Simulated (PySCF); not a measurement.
## Chromium: a sound run and one with changed settings

Sound run: Cr⁺ [Ar] 3d5, Cr²⁺ [Ar] 3d4. Calculation: PySCF 2.14, in aug-cc-pVDZ (7s6p4d2f, 59 functions); the non-relativistic Hamiltonian (point nucleus). In the sound run the correlated levels freeze [Ar]. The sound run starts from symmetry-adapted Hartree-Fock orbitals and uses a fine grid where one is needed.

Changed run: initial guess 1e, at most 50 SCF cycles.

```csv
species,method,sound run (hartree),changed run (hartree),converged
Cr⁺,UHF,-1043.13787,-1043.13787,yes
Cr⁺,B3LYP,-1044.21033,-1044.21033,yes
Cr⁺,M06-L,-1044.14354,-1044.14354,yes
Cr⁺,MP2,-1043.20357,-1043.20357,yes
Cr²⁺,UHF,-1042.57979,-1042.57979,yes
Cr²⁺,B3LYP,-1043.58886,-1043.58886,yes
Cr²⁺,M06-L,-1043.53930,-1043.54078,yes
Cr²⁺,MP2,-1042.61151,-1042.61151,yes
```

Ionisation energy of Cr⁺:

| method | sound run (eV) | changed run (eV) |
| --- | --- | --- |
| UHF | 15.186 | 15.186 |
| B3LYP | 16.911 | 16.911 |
| M06-L | 16.442 | 16.402 |
| MP2 | 16.111 | 16.111 |
| SCS-MP2 | 15.494 | 15.494 |

Where the changed run lies lower, it found another determinant of the same configuration, with other orbitals of the open shell filled.

For comparison, NIST gives 16.486 eV between the lowest levels.
